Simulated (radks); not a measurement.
The tantalum ion Ta+ inside a hard spherical wall (all orbitals vanish at R), configuration held at [Xe] 4f14 5d3 6s1 and not refilled when levels cross. All-electron calculation, scalar-relativistic Kohn-Sham, r2SCAN, spin-polarised, spherical densities, finite nucleus; open shells are filled with parallel spins first (spin-orbit coupling, left out, can overturn this in heavy ions); meta-GGA in the generalised Kohn-Sham scheme; Fermi nuclear charge, rms radius 5.3507 fm. Program: a radial shooting solver on a logarithmic mesh with Libxc functionals. Eigenvalues in eV for spin up, with the zero of energy where the potential of the charges vanishes at infinity; a dash marks a level that is unbound or too diffuse for the functional's potential to be trusted. A positive occupied level is held by the wall or, in an anion where self-interaction has pushed it up, behind a barrier. The pressure on the wall is -dE/dV.

R (bohr)  E (hartree)  kinetic (hartree)    e(5p)    e(4f)    e(6s)    e(5d)  e(6p, empty)  e(7s, empty)  pressure (GPa)
free      -15603.7471          17139.639  -48.447  -32.053  -12.685  -11.510        -6.894             -               0
8         -15603.7464          17139.648  -48.405  -32.010  -12.650  -11.475        -6.734         0.199          0.0434
7         -15603.7435          17139.675  -48.291  -31.888  -12.540  -11.376        -6.410         2.721           0.270
5         -15603.6737          17140.114  -46.906  -30.364  -10.694  -10.091        -2.771        18.460            10.2
4         -15603.4263          17141.280  -44.380  -27.426   -5.600   -7.275         5.404        44.057            70.8
3.5       -15603.0538          17142.875  -41.910  -24.442    1.043   -4.049        15.067        70.147             211
3         -15602.1499          17146.646  -37.479  -19.075   15.113    2.280        34.008        116.25             730
2.5       -15599.6333          17156.885  -27.976   -8.218   47.539   16.117        74.317        205.20            3130
1.5       -15556.0500          17309.246   83.799   81.639   383.41   161.51        445.89        911.65          147000
